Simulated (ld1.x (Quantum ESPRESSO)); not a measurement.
## Which change was made? (Ag, ultrasoft)

Ag (Z = 47), ultrasoft, made with ld1.x (Quantum ESPRESSO) 7.5 (LDA (PZ), scalar-relativistic). Core [Kr], reference 4d10 5s1 5p0. Waves: 5s (bound): rcut 1.85, rcutus 2.15 bohr; 5s channel at 1.2 Ry: rcut 1.85, rcutus 2.15 bohr; 5p (bound, empty): rcut 2.70, rcutus 3.20 bohr; 5p channel at 0.6 Ry: rcut 2.70, rcutus 3.20 bohr; 4d (bound): rcut 1.40, rcutus 1.50 bohr; 4d channel at 0.65 Ry: rcut 1.40, rcutus 1.50 bohr. Local part: all-electron potential smoothed inside 2.15 bohr (lloc = -1). Core correction: Bessel-smoothed model core, default radius (core density twice the valence density). Augmentation charge: built from norm-conserving waves at rcut, not smoothed further.

Cutoffs, loose and tight: the cutoffs (Ry, on a coarse ladder) from which the occupation-weighted sum of valence levels, in a spherical-Bessel basis at the reference potential, stays within 10 and 1 mRy of its value at 400 Ry. They do not see the model core or the augmentation charge, which bear on the density cutoff. Test errors are all-electron minus pseudo excitation energies from the reference, over the configurations 4d10 5s0 5p0; 4d9 5s0 5p0; 4d8 5s0 5p0; 4d9 5s1 5p0; 4d7 5s0 5p0; 4d10 5s0.5 5p0; 4d9 5s1 5p1 (two spin-polarised tests are not counted in the largest error); variants that change the core or the reference have their own tests. The largest error is taken over the tests solved by every variant that gives reliable tests at all, those not shown here included: 4d10 5s0 5p0; 4d8 5s0 5p0; 4d9 5s0 5p0.

The base gives: outcome: generated; cutoff, loose: 50 Ry; cutoff, tight: 90 Ry; bound ghosts: none; largest test error (meV): -269.

**Question.** After one change the result is: outcome: generated; cutoff, loose: 60 Ry; cutoff, tight: 70 Ry; bound ghosts: none; largest test error (meV): -690. Which change was it?
A. waves 5s (bound): rcut 1.46, rcutus 1.54 bohr; 5s channel at 1.2 Ry: rcut 1.46, rcutus 1.54 bohr
B. type RRKJ; waves now 5p (bound): rc 3.20 bohr; 4d (bound): rc 1.50 bohr; 5s (bound): rc 2.15 bohr; local potential the s channel
C. augmentation PSQ, radius 1.45 bohr
D. waves 5p (bound): rcut 2.70, rcutus 4.84 bohr; 5p channel at 0.6 Ry: rcut 2.70, rcutus 4.84 bohr

**Answer.** B. The others give: waves 5s (bound): rcut 1.46, rcutus 1.54 bohr; 5s channel at 1.2 Ry: rcut 1.46, rcutus 1.54 bohr → outcome: failed: run_pseudo: Errors in PS-KS equation | waves 5p (bound): rcut 2.70, rcutus 4.84 bohr; 5p channel at 0.6 Ry: rcut 2.70, rcutus 4.84 bohr → outcome: generated, overlap not positive; bound ghosts: not determined (overlap not positive); largest test error (meV): -269 | augmentation PSQ, radius 1.45 bohr → outcome: generated; cutoff, loose: 50 Ry; cutoff, tight: 90 Ry; bound ghosts: none; largest test error (meV): -472. A file whose overlap is not positive is unfit for use, and its test errors describe a broken file.
